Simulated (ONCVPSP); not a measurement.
## Which setting gave this result? (As (Z = 33), ONCV)

Base potential:

* Element: As (Z = 33)
* Generator: ONCVPSP 4.0.1
* Type: optimised norm-conserving Vanderbilt (ONCV)
* Functional: PBE
* Relativity: scalar-relativistic
* Frozen core: [Ar]
* Valence charge: 15
* Reference configuration: 3d10 4s2 4p3
* Partial waves: 4s: rc 1.70 bohr, ncon 4, nbas 8, qcut 5 1/bohr, 2 projectors, debl 2.6 Ha; 4p: rc 1.55 bohr, ncon 4, nbas 7, qcut 4.9 1/bohr, 2 projectors, debl 3 Ha; 3d: rc 0.70 bohr, ncon 4, nbas 9, qcut 20 1/bohr, 2 projectors, debl 3.7 Ha
* Local potential: polynomial inside 0.60 bohr (lpopt 5, dvloc0 1 Ha)
* Core correction: Teter function, fcfact 5.75, rcfact 1.3

Cutoffs, loose and tight: the cutoffs (Ha) at which the residual kinetic energy of the hardest occupied pseudo-wave falls to 1 and 0.1 mHa per electron. They do not see the model core or the augmentation charge, which bear on the density cutoff. Test errors are all-electron minus pseudo excitation energies from the reference, over the configurations 3d10 4s2 4p2; 3d10 4s2 4p1; 3d10 4s2 4p0; 3d10 4s1 4p3; variants that change the core or the reference have their own tests.

Only the d radius is moved (1 further runs of the sweep failed or gave no value and are left out):

| d radius (bohr) | cutoff, loose | cutoff, tight | bound ghosts | largest test error (meV) |
| --- | --- | --- | --- | --- |
| 0.5 | 1052 Ha | 1263 Ha | s, p | -4.9 |
| 0.62 | 192 Ha | 669 Ha | s | -2.1 |
| 0.66 | 182 Ha | 276 Ha | s | -2.1 |
| 0.74 | 168 Ha | 186 Ha | s | -2.1 |
| 0.78 | 161 Ha | 179 Ha | s | -2.0 |
| 0.86 | 150 Ha | 167 Ha | s | -1.9 |
| 0.98 | 135 Ha | 152 Ha | s | +4.4 |
| 1.02 | 130 Ha | 147 Ha | s | +4.4 |

**Question.** One more run gave cutoff, loose: 144 Ha; cutoff, tight: 162 Ha; bound ghosts: s; largest test error (meV): -1.6. Which value of the d radius was used?

**Answer.** 0.9 bohr. The loose cutoff moves one way along this sweep, from 1052 Ha at 0.5 to 130 Ha at 1.02 bohr, which places the run between 0.86 and 0.98 bohr.
